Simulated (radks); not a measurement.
Species: Hg IV. Configuration: [Kr] 4d10 4f14 5s1 5p6 5d9 6d1 (not the ground configuration). Method: Dirac Kohn-Sham, HCTH/407, spin-unpolarised, spherical densities, point nucleus; open shells fill j = l - 1/2 first; computed with a radial shooting solver on a logarithmic mesh with Libxc functionals.

Normalised radial functions P(r) = r R(r) (large component), r in bohr:

r            5d5/2
0.0008558   0.0000
0.001169    0.0000
0.001597    0.0000
0.002182    0.0001
0.002981    0.0001
0.004072    0.0003
0.005608    0.0008
0.007662    0.0019
0.01047     0.0045
0.0143      0.0102
0.01954     0.0222
0.02669     0.0463
0.03646     0.0903
0.04981     0.1608
0.06805     0.2514
0.09297     0.3243
0.127       0.2998
0.1735      0.0988
0.2389     -0.2496
0.3264     -0.4838
0.446      -0.3323
0.6093      0.1991
0.8323      0.7606
1.137       0.9790
1.553       0.7917
2.122       0.4302
2.899       0.1537
3.961       0.0320
5.411       0.0032
7.393       0.0001
10.1        0.0000

5d5/2: eigenvalue -50.475 eV, 2 radial nodes at r = 0.191, 0.550 bohr, <r> = 1.33 bohr, 90 % of the charge inside 1.99 bohr.
